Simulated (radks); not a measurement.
Pr LV, 5 electrons, occupied as [He] 2s2 3d1 (not the ground configuration).

All-electron calculation, scalar-relativistic Kohn-Sham, BP86, spin-polarised, spherical densities, finite nucleus; open shells are filled with parallel spins first (spin-orbit coupling, left out, can overturn this in heavy ions); Fermi nuclear charge, rms radius 4.8919 fm. Program: a radial shooting solver on a logarithmic mesh with Libxc functionals.

Energy parts (eV):
| part | energy |
|---|---|
| total | -126726.59 |
| kinetic | 139137.25 |
| electron-nucleus | -269148.54 |
| Hartree | 4791.33 |
| exchange-correlation | -1506.63 |

Orbitals (lengths in bohr, moments of r in powers of bohr; r(max) is where P^2 peaks; r(90%) holds 90 % of the orbital's charge):
[
 {"orbital": "1s up", "occ.": "1", "eigenvalue (eV)": "-47455.45", "r(90%)": "0.0432", "r(max)": "0.01539", "<r^4>": "1.605e-06", "<r^2>": "0.0007817"},
 {"orbital": "1s down", "occ.": "1", "eigenvalue (eV)": "-47455.36", "r(90%)": "0.0432", "r(max)": "0.01539", "<r^4>": "1.604e-06", "<r^2>": "0.0007817"},
 {"orbital": "2s up", "occ.": "1", "eigenvalue (eV)": "-11424.20", "r(90%)": "0.150", "r(max)": "0.08450", "<r^4>": "0.0002125", "<r^2>": "0.01128"},
 {"orbital": "2s down", "occ.": "1", "eigenvalue (eV)": "-11410.40", "r(90%)": "0.150", "r(max)": "0.08444", "<r^4>": "0.0002117", "<r^2>": "0.01126"},
 {"orbital": "3d up", "occ.": "1", "eigenvalue (eV)": "-4596.485", "r(90%)": "0.281", "r(max)": "0.1591", "<r^4>": "0.002568", "<r^2>": "0.03979"},
 {"orbital": "3d down", "occ.": "0", "eigenvalue (eV)": "-4571.552", "r(90%)": "0.282", "r(max)": "0.1589", "<r^4>": "0.002581", "<r^2>": "0.03985"}
]

The highest occupied level is 3d up at -4596.5 eV. The spin density at the nucleus is -63.01 e/bohr^3 (1s -2.04, 2s -60.97). The electron density at the nucleus is 4.294e+05 e/bohr^3 (large components only). Spin moment in Bohr magnetons: 1. Summed over all electrons, <r^2> = 0.06389 bohr^2, which gives a Langevin (diamagnetic) susceptibility term of -0.0506 x 10^-6 cm^3/mol.
